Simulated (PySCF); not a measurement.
VO₃⁻ at several levels of theory

All levels use the PBE0 minimum (singlet; V–O 1.635 Å (×3); O–V–O 120.0° (×3)), basis [V def2-SVPD, O def2-SVPD], no relativity, density fitting, no spin–orbit coupling, PySCF. For vertical energies the ionised species is a doublet (spins chosen at PBE0 and kept). Open shells are unrestricted, also as the reference of the correlated levels. A dash marks a value that was not computed or is not defined at that level.

| level | vertical detachment energy (eV) | −ε(HOMO) (eV) | gap (eV) |
| --- | --- | --- | --- |
| PBE0 | 4.70 | 2.55 | 4.48 |
| HF | 1.68 | 6.79 | 11.42 |
| MP2 | 11.18 | – | – |
| PBE | 4.26 | 0.93 | 1.99 |
| B3LYP | 4.71 | 2.31 | 3.86 |
| r2SCAN | 4.43 | 1.26 | 2.45 |
| TPSSh | 4.42 | 1.64 | 3.22 |
| PBEsol | 4.28 | 0.92 | 2.01 |
| wB97X | 5.05 | 5.00 | 8.96 |

Spin contamination in at least one species weakens the values at: HF, MP2.

The lowest empty level of this anion is unbound, so it and the gap depend on the basis.
